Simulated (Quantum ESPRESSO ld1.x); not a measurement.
Input file for ld1.x (Quantum ESPRESSO 7.5):

```
 &input
    zed=61.0,
    iswitch=1,
    rel=2,
    dft='BLYP',
    config='[Kr] 4d5 5s1 5p0 6s0',
    rel_dist='average',
    verbosity='high',
    lsmall=.true.,
    prefix='ld1',
    max_out_wfc=37,
    file_charge='ld1.rho',
 /
```

Command: `OMP_NUM_THREADS=1 ld1.x < ld1.in > ld1.out`

It prints (banner and zero overlaps left out):

```
     Program LD1 v.7.5 starts

     --------------------------- All-electron run ----------------------------

     dirac relativistic calculation

     atomic number is 61.00
     dft =BLYP   lsd =0 sic =0 latt =0  beta=0.20 tr2=1.0E-14
     Exchange-correlation= BLYP
                           (   1   3   1   3   0   0   0)
     mesh =2091 r(mesh) = 100.39638 a.u. xmin = -8.00 dx = 0.00800
     1 Ry =  13.60569312 eV, c = 137.03599908

     n l j   nl                  e(Ry)          e(Ha)          e(eV)
     Spin orbit split results
     1 0 0.5 1S 1( 2.00)   -3343.913466251   -1671.956733125 -45496.2604517
     2 0 0.5 2S 1( 2.00)    -574.863489221    -287.431744610  -7821.4162220
     2 1 0.5 2P 1( 2.00)    -546.400330250    -273.200165125  -7434.1552157
     2 1 1.5 2P 1( 4.00)    -505.199047562    -252.599523781  -6873.5832072
     3 0 0.5 3S 1( 2.00)    -153.839685299     -76.919842650  -2093.0955483
     3 1 0.5 3P 1( 2.00)    -141.686227257     -70.843113628  -1927.7393278
     3 1 1.5 3P 1( 4.00)    -133.324285822     -66.662142911  -1813.9693187
     4 0 0.5 4S 1( 2.00)     -56.780246976     -28.390123488   -772.5346158
     4 1 0.5 4P 1( 2.00)     -51.984427091     -25.992213546   -707.2841622
     4 1 1.5 4P 1( 4.00)     -49.845154538     -24.922577269   -678.1778763
     3 2 1.5 3D 1( 4.00)    -112.299919579     -56.149959790  -1527.9182435
     3 2 2.5 3D 1( 6.00)    -110.480898773     -55.240449386  -1503.1692047
     4 2 1.5 4D 1( 2.00)     -41.866827521     -20.933413760   -569.6272073
     4 2 2.5 4D 1( 3.00)     -41.439368926     -20.719684463   -563.8113368
     5 0 0.5 5S 1( 1.00)     -28.401880468     -14.200940234   -386.4272698
     5 1 0.5 5P 1( 0.00)     -26.407450172     -13.203725086   -359.2916632
     5 1 1.5 5P 1( 0.00)     -25.671594797     -12.835797398   -349.2798408
     6 0 0.5 6S 1( 0.00)     -17.329107300      -8.664553650   -235.7745160
     Averaged results
     1 0     1S 1( 2.00)   -3343.913466251   -1671.956733125 -45496.2604517
     2 0     2S 1( 2.00)    -574.863489221    -287.431744610  -7821.4162220
     2 1     2P 1( 6.00)    -518.932808458    -259.466404229  -7060.4405433
     3 0     3S 1( 2.00)    -153.839685299     -76.919842650  -2093.0955483
     3 1     3P 1( 6.00)    -136.111599633     -68.055799817  -1851.8926551
     4 0     4S 1( 2.00)     -56.780246976     -28.390123488   -772.5346158
     4 1     4P 1( 6.00)     -50.558245389     -25.279122695   -687.8799716
     3 2     3D 1(10.00)    -111.208507095     -55.604253548  -1513.0688202
     4 2     4D 1( 5.00)     -41.610352364     -20.805176182   -566.1376850
     5 0     5S 1( 1.00)     -28.401880468     -14.200940234   -386.4272698
     5 1     5P 1( 0.00)     -25.916879922     -12.958439961   -352.6171149
     6 0     6S 1( 0.00)     -17.329107300      -8.664553650   -235.7745160

     final scf error:  4.1E-15 reached in  22 iterations

     Etot =  -19765.022387 Ry,   -9882.511194 Ha, -268916.829171 eV

     Ekin =   21402.823138 Ry,   10701.411569 Ha,  291200.243586 eV
     Encl =  -46796.650304 Ry,  -23398.325152 Ha, -636700.863226 eV
     Eh   =    6051.968421 Ry,    3025.984211 Ha,   82341.225127 eV
     Exc  =    -423.163642 Ry,    -211.581821 Ha,   -5757.434659 eV

     normalization and overlap integrals

     s(1S/1S) =  1.000000  <r> =   0.0232  <r2> =    0.0007  r(max) =   0.0148
     LC norm =  0.94868087 + SC norm =  0.05131913 =  1.00000000
     s(2S/2S) =  1.000000  <r> =   0.0984  <r2> =    0.0115  r(max) =   0.0838
     LC norm =  0.98875509 + SC norm =  0.01124491 =  1.00000000
     s(2P/2P) =  1.000000  <r> =   0.0824  <r2> =    0.0084  r(max) =   0.0639
     LC norm =  0.98871211 + SC norm =  0.01128789 =  1.00000000
     s(2P/2P) =  1.000000  <r> =   0.0889  <r2> =    0.0096  r(max) =   0.0692
     LC norm =  0.98946024 + SC norm =  0.01053976 =  1.00000000
     s(3S/3S) =  1.000000  <r> =   0.2592  <r2> =    0.0768  r(max) =   0.2391
     LC norm =  0.99646676 + SC norm =  0.00353324 =  1.00000000
     s(3P/3P) =  1.000000  <r> =   0.2487  <r2> =    0.0719  r(max) =   0.2261
     LC norm =  0.99652526 + SC norm =  0.00347474 =  1.00000000
     s(3P/3P) =  1.000000  <r> =   0.2611  <r2> =    0.0790  r(max) =   0.2372
     LC norm =  0.99673070 + SC norm =  0.00326930 =  1.00000000
     s(4S/4S) =  1.000000  <r> =   0.5623  <r2> =    0.3555  r(max) =   0.5364
     LC norm =  0.99875056 + SC norm =  0.00124944 =  1.00000000
     s(4P/4P) =  1.000000  <r> =   0.5690  <r2> =    0.3664  r(max) =   0.5407
     LC norm =  0.99880708 + SC norm =  0.00119292 =  1.00000000
     s(4P/4P) =  1.000000  <r> =   0.5908  <r2> =    0.3945  r(max) =   0.5628
     LC norm =  0.99886713 + SC norm =  0.00113287 =  1.00000000
     s(3D/3D) =  1.000000  <r> =   0.2323  <r2> =    0.0635  r(max) =   0.1896
     LC norm =  0.99685221 + SC norm =  0.00314779 =  1.00000000
     s(3D/3D) =  1.000000  <r> =   0.2362  <r2> =    0.0655  r(max) =   0.1927
     LC norm =  0.99691164 + SC norm =  0.00308836 =  1.00000000
     s(4D/4D) =  1.000000  <r> =   0.6017  <r2> =    0.4143  r(max) =   0.5628
     LC norm =  0.99898212 + SC norm =  0.00101788 =  1.00000000
     s(4D/4D) =  1.000000  <r> =   0.6081  <r2> =    0.4230  r(max) =   0.5673
     LC norm =  0.99899758 + SC norm =  0.00100242 =  1.00000000
     s(5S/5S) =  1.000000  <r> =   1.0518  <r2> =    1.2326  r(max) =   1.0504
     LC norm =  0.99946343 + SC norm =  0.00053657 =  1.00000000
     s(5P/5P) =  1.000000  <r> =   1.0845  <r2> =    1.3149  r(max) =   1.0759
     LC norm =  0.99949035 + SC norm =  0.00050965 =  1.00000000
     s(5P/5P) =  1.000000  <r> =   1.1158  <r2> =    1.3914  r(max) =   1.1109
     LC norm =  0.99950889 + SC norm =  0.00049111 =  1.00000000
     s(6S/6S) =  1.000000  <r> =   1.7014  <r2> =    3.2164  r(max) =   1.7809
     LC norm =  0.99970141 + SC norm =  0.00029859 =  1.00000000

     LC charge = 41.73692683 + SC charge =  0.26307317 = 42.00000000

     ------------------------ End of All-electron run ------------------------
```

Run on one thread of a shared host, so times are rough (Intel(R) Xeon(R) Processor @ 2.60GHz): 0.76 s of CPU time, 0.8 s wall, 22 iterations on 2091 mesh points.
